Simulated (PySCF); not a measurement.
**Iron: a sound run and one with changed settings**

Sound run: Fe [Ar] 3d6 4s2, Fe⁺ [Ar] 3d6 4s1. All numbers are calculated (PySCF 2.14, the non-relativistic Hamiltonian (point nucleus), in aug-cc-pVDZ). In the sound run the correlated levels freeze [Ar]. The sound run starts from symmetry-adapted Hartree-Fock orbitals and uses a fine grid where one is needed.

Changed run: the spin-free X2C one-electron Hamiltonian (Gaussian nucleus). This setting is unsound on purpose.

```tsv
species	method	sound run (hartree)	changed run (hartree)	converged
Fe	UHF	-1262.45147	-1269.79776	yes
Fe	LDA	-1261.19789	-1268.54197	yes
Fe	PBE	-1263.42649	-1270.77238	yes
Fe	MP2	-1262.60823	-1269.95609	yes
Fe⁺	UHF	-1262.21741	-1269.56170	yes
Fe⁺	LDA	-1260.90306	-1268.24390	yes
Fe⁺	PBE	-1263.14270	-1270.48554	yes
Fe⁺	MP2	-1262.33652	-1269.68182	yes
```

Ionisation energy of Fe:

```
 method  sound run (eV)  changed run (eV)
    UHF           6.369             6.424
    LDA           8.023             8.111
    PBE           7.722             7.805
    MP2           7.394             7.463
SCS-MP2           7.566             7.636
```

Most of the change in total energy is the relativistic energy itself. On top of that the contraction fixes the core shape for the Hamiltonian it was made with, so the changed run is not a good calculation with the other Hamiltonian either.

For comparison, NIST gives 7.902 eV between the lowest levels.
